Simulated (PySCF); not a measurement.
B3LYP has the VWN-RPA correlation part, as in Gaussian. 

4-phenyl-1,2,3,5-dithiadiazolyl `c1ccc(C2=NSS[N]2)cc1` (charge 0, multiplicity 2)

Level of theory: B3LYP-D3(BJ)/def2-SVP // PBE0-D3(BJ)/def2-SVP in PySCF.

```json
{
  "highest_occupied_spin_orbital": "-5.32 eV",
  "dipole_moment": "0.16 D",
  "total_energy": "-1175.1460 Ha",
  "cost": "around 9 core-minutes (rough)"
}
```

```xyz
16

C     -2.4924    -0.2404    -0.0896
C     -1.9076     1.0208    -0.2048
C     -0.5240     1.1572    -0.1555
C      0.2859     0.0276     0.0101
C      1.7542     0.1693     0.0632
N      2.2958     1.3839    -0.0444
S      3.9193     1.4581     0.0229
S      4.1171    -0.6829     0.2661
N      2.5086    -0.9202     0.2175
C     -0.3031    -1.2370     0.1254
C     -1.6873    -1.3676     0.0756
H     -3.5793    -0.3453    -0.1286
H     -2.5352     1.9056    -0.3343
H     -0.0508     2.1367    -0.2441
H      0.3408    -2.1087     0.2540
H     -2.1420    -2.3568     0.1663
```
Charge 0, spin multiplicity 2.
